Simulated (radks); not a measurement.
The numbers below are computed, except where a source is named.
Polarisability of the technetium ion Tc3+, [Kr] 4d4, at imaginary frequency. Code: a radial shooting solver on a logarithmic mesh with Libxc functionals. Model: scalar-relativistic Kohn-Sham, LDA (Slater exchange, Perdew-Wang correlation), spin-polarised, spherical densities, finite nucleus; open shells are filled with parallel spins first (spin-orbit coupling, left out, can overturn this in heavy ions); Fermi nuclear charge, rms radius 4.4112 fm. Response by self-consistent Sternheimer equations with the Hartree and adiabatic LDA kernel, the relativistic mass of each level held fixed and spin-orbit coupling left out.

w (hartree),alpha1(iw) (bohr^3)
0.00266,5.575
0.0143,5.573
0.0360,5.565
0.0697,5.536
0.118,5.466
0.186,5.318
0.280,5.046
0.413,4.605
0.605,3.980
0.892,3.195
1.35,2.305
2.12,1.414
3.59,0.6868
6.94,0.2495
17.5,0.06066

Static values: alpha1 = 5.575 bohr^3 (0.8261 angstrom^3; uncoupled 7.962). C6 = 25.51, triple-dipole C9 = 98.78 atomic units. One-pole (London) frequency 4 C6 / (3 alpha1^2) = 1.095 hartree, against 1.342 for minus the highest occupied eigenvalue.
